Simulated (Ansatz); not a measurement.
Consider the cleavage of the Ga–Ge bond: `[SiH3][GeH2][GaH2]` + H₂S → `[SH][GaH2]` + `[SiH3][GeH3]`.

Gas-phase electronic energies from Ansatz, PBE0-D4/def2-TZVP geometries. CCSD(T)/CBS adds triple-zeta CCSD(T) − MP2 to the extrapolated MP2 energy (def2 sets, frozen cores). This one scheme is used for every species. Functionals use def2-TZVPP. For Ga, Ge outer-core shells are correlated without core-valence functions, which leaves a few kJ/mol of doubt a bond. Scalar relativity is left out up to krypton.

`[SiH3][GeH2][GaH2]`:

Z-matrix (Å, degrees):
```
Si
Ge 1 2.384
H 1 1.488 2 109.9
H 1 1.487 2 111.4 3 120.5
H 1 1.488 2 109.8 3 -119.0
Ga 2 2.438 1 110.3 3 59.2
H 2 1.542 1 107.5 3 -178.5
H 2 1.542 1 107.6 3 -63.2
H 6 1.571 2 120.3 1 -88.7
H 6 1.571 2 120.2 1 88.9
```

H₂S:

```xyz
3

S    -0.507    0.132   -0.331
H     0.251   -0.965   -0.191
H     0.256    0.833    0.522
```

`[SH][GaH2]`:

Cartesian coordinates in Å:
```
S 0.303 0.990 1.216
Ga -0.453 -0.254 -0.432
H 1.568 0.550 1.124
H -1.973 -0.095 -0.740
H 0.554 -1.191 -1.167
```

`[SiH3][GeH3]`:

```xyz
8

Si   -0.391    1.130    0.100
Ge    0.383   -1.109   -0.098
H     0.167    1.757    1.328
H    -1.875    1.153    0.182
H     0.037    1.925   -1.081
H     1.918   -1.144   -0.192
H    -0.193   -1.770   -1.361
H    -0.046   -1.941    1.122
```

(1) Is it downhill or uphill in electronic energy at CCSD(T)/CBS, and by how much? (Estimate.)

(2) What do these levels give: B97M-V, r2SCANh-D4, ωB97M-V, LC-ωPBE, CCSD(T)/def2-SVP, HF/def2-TZVPP? (An estimate is asked.)

Largest T1 diagnostic among the species: 0.013.

Results:

(1) Computed: Downhill: ΔE = -59.4 kJ/mol.

(2) Computed: B97M-V -71.0, r2SCANh-D4 -63.0, ωB97M-V -61.0, LC-ωPBE -63.1, CCSD(T)/def2-SVP -66.5, HF/def2-TZVPP -71.1 kJ/mol.

The D4 term adds +3.5 kJ/mol with B3LYP and +2.2 kJ/mol with PBE0; it sums over pairs of atoms, weighted by their polarisabilities, and B3LYP, whose exchange is more repulsive, gets the larger term. Leaving LDA and LC-ωPBE aside and taking each functional with its dispersion term where it has one, the values, not all of them listed here, spread over 14.5 kJ/mol, from B97M-V to PBE-D4. At CCSD(T), def2-SVP lies −7.1 kJ/mol from the extrapolated value and def2-TZVPP +0.2 kJ/mol.

B3LYP here is the variant with VWN-RPA as its local correlation; programs differ in this.
